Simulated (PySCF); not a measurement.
H₅FGeN₂, singlet, at a GFN2-xTB geometry. Base run: PBE/6-31G run with PySCF.

The PySCF input:
```python
from pyscf import gto, scf, dft, solvent

mol = gto.Mole()
mol.atom = '''
    Ge   -0.06706285    0.17591939   -0.20857873
    N     1.35504180   -0.77133188   -0.75675197
    N    -1.32695348   -0.99268305    0.32196816
    F     0.25491784    1.05481737    1.28580864
    H    -0.35604662    1.29448706   -1.16646209
    H     1.59699965   -1.56969233   -0.18665829
    H     2.19720093   -0.26559720   -0.98786913
    H    -2.08975160   -0.61369503    0.86425237
    H    -1.69326978   -1.62017508   -0.37753440
'''
mol.basis = '6-31g'
mol.verbose = 3
mol.build()

mf = dft.RKS(mol)
mf.xc = 'pbe'
mf.kernel()
```

Each row names what was changed in the base input (with any setting that the change needs).

```tsv
change	ΔE vs base (kcal/mol)	dipole (D)	HOMO-LUMO gap (eV)
base	0.000	2.23	5.91
model = IEF-PCM; solvent = dimethylsulfoxide; vdw_scale = 1.4	-5.97	2.54	6.02
model = SS(V)PE; solvent = dimethylsulfoxide	-10.35	2.65	6.10
model = COSMO; solvent = dimethylsulfoxide	-10.43	2.65	6.10
model = IEF-PCM; solvent = dimethylsulfoxide; vdw_scale = 1.0	-19.11	2.83	6.24
model = IEF-PCM; solvent = water	-10.58	2.66	6.10
model = IEF-PCM; solvent = dimethylsulfoxide; lebedev_order = 41	-10.48	2.65	6.10
model = ddCOSMO; solvent = dimethylsulfoxide	-7.71	2.61	6.06
model = IEF-PCM; solvent = chloroform	-7.53	2.54	6.05
model = C-PCM; solvent = dimethylsulfoxide	-10.55	2.66	6.10
model = IEF-PCM; solvent = n-hexane	-3.83	2.39	5.98
model = IEF-PCM; solvent = dimethylsulfoxide; vdw_scale = 1.1	-14.07	2.73	6.16
```

The base is the gas phase, so ΔE is the electrostatic part of solvation at a fixed geometry, without cavity and dispersion terms.
